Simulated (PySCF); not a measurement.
Sn(F)2(Br)(OH) (BrF2HOSn), SMILES [F][Sn]([Br])([F])[OH]. Atoms are numbered in the order given.

```xyz
6

O     -1.8332    -1.3061     0.0000
Sn    -0.0052    -0.5891     0.0000
F      0.9654    -1.2835     1.5152
F      0.9654    -1.2835    -1.5152
Br    -0.0178     1.8652     0.0000
H     -1.8272    -2.2767     0.0000
```

Geometry: B3LYP-D3(BJ)/def2-SVP. The def2 effective core potentials stand for the cores of Sn; spin–orbit coupling is left out. One conformer was computed; it need not be the lowest.

Level of theory: PySCF 2.14.0 with B3LYP-D3(BJ)/def2-SVP.

Frequencies are harmonic and unscaled.

```json
[
 {"mode": "1", "ν (cm⁻¹)": "45", "IR (km/mol)": "62.6", "Raman (Å⁴/amu)": "2.0", "depolarisation": "0.75", "moving atoms (share of kinetic energy)": "H 67 %, F 30 %"},
 {"mode": "2", "ν (cm⁻¹)": "110", "IR (km/mol)": "0.5", "Raman (Å⁴/amu)": "1.6", "depolarisation": "0.75", "moving atoms (share of kinetic energy)": "O 45 %, F 24 %, Br 15 %, Sn 13 %"},
 {"mode": "3", "ν (cm⁻¹)": "123", "IR (km/mol)": "3.6", "Raman (Å⁴/amu)": "0.5", "depolarisation": "0.75", "moving atoms (share of kinetic energy)": "F 48 %, H 21 %, Sn 18 %, Br 13 %"},
 {"mode": "4", "ν (cm⁻¹)": "174", "IR (km/mol)": "45.3", "Raman (Å⁴/amu)": "3.4", "depolarisation": "0.64", "moving atoms (share of kinetic energy)": "F 52 %, O 24 %, Br 12 %"},
 {"mode": "5", "ν (cm⁻¹)": "175", "IR (km/mol)": "19.3", "Raman (Å⁴/amu)": "1.3", "depolarisation": "0.66", "moving atoms (share of kinetic energy)": "F 82 %, Sn 13 %"},
 {"mode": "6", "ν (cm⁻¹)": "181", "IR (km/mol)": "68.0", "Raman (Å⁴/amu)": "1.4", "depolarisation": "0.75", "moving atoms (share of kinetic energy)": "O 56 %, F 26 %, Sn 10 %, H 9 %"},
 {"mode": "7", "ν (cm⁻¹)": "276", "IR (km/mol)": "39.2", "Raman (Å⁴/amu)": "7.3", "depolarisation": "0.13", "moving atoms (share of kinetic energy)": "Br 55 %, Sn 40 %"},
 {"mode": "8", "ν (cm⁻¹)": "628", "IR (km/mol)": "38.1", "Raman (Å⁴/amu)": "24.0", "depolarisation": "0.02", "moving atoms (share of kinetic energy)": "F 51 %, O 42 %"},
 {"mode": "9", "ν (cm⁻¹)": "653", "IR (km/mol)": "61.7", "Raman (Å⁴/amu)": "3.8", "depolarisation": "0.75", "moving atoms (share of kinetic energy)": "F 83 %, Sn 17 %"},
 {"mode": "10", "ν (cm⁻¹)": "655", "IR (km/mol)": "70.2", "Raman (Å⁴/amu)": "6.4", "depolarisation": "0.72", "moving atoms (share of kinetic energy)": "O 45 %, F 38 %, Sn 17 %"},
 {"mode": "11", "ν (cm⁻¹)": "886", "IR (km/mol)": "64.9", "Raman (Å⁴/amu)": "1.0", "depolarisation": "0.66", "moving atoms (share of kinetic energy)": "H 93 %"},
 {"mode": "12", "ν (cm⁻¹)": "3794", "IR (km/mol)": "116.3", "Raman (Å⁴/amu)": "159.2", "depolarisation": "0.29", "moving atoms (share of kinetic energy)": "H 94 %"}
]
```
